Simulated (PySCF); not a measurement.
```xyz
4
charge 0 multiplicity 2, angstrom
Te    0.0819    0.0000   -0.5768
Cl    2.0950    0.0000    0.6226
Cl   -1.2011    1.6171    0.7595
Cl   -1.2011   -1.6171    0.7595
```

All numbers come from UPBE0/[Te def2-SVP with ECP28, Cl def2-SVP], scalar-relativistic core potentials, density fitting, no spin–orbit coupling, PySCF.

This geometry of TeCl3 is a stationary point at this level.

Task: What is the point group?

Result: Cs.

Task: Is it a minimum?

Result: No: it has 2 imaginary modes, at 133i cm⁻¹ (a''), 66i cm⁻¹ (a'').

Task: Which band is strongest in the infrared?

Result: 382 cm⁻¹ (a'), 37 km/mol.

Task: What are the dipole moment and the gap between the highest occupied and lowest empty levels of either spin?

Result: 3.32 D and 2.51 eV.

This need not be the most stable arrangement of these atoms. At this level a doublet minimum of C3v symmetry lies 54 kJ/mol below this structure. With an element this heavy the missing spin–orbit coupling can shift these numbers.
